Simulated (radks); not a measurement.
Q: Spherical quantum dot in the effective-mass picture: electrons in a well V = -V0 / (1 + exp((r - R)/a)) with V0 = 5.83, R = 8.49, a = 0.85, all in effective atomic units (hartree* = m*/eps^2 hartree, bohr* = eps/m* bohr), one dielectric constant everywhere. Calculated with a radial shooting solver with Libxc functionals: non-relativistic Kohn-Sham, PBE, spin-polarised, spherical densities. Levels are named by radial order and angular momentum (1s, 1p, 1d, 2s, ...), and open shells are averaged over m. At N = 5 the configuration is 1s2 1p(up 3, down 0). Does electron 6 go into 1d down or 1d up or 1p down?

A: Into 1p down. The total energies of the other choices lie higher by 0.0641 hartree* (1d up), 0.106 hartree* (1d down).
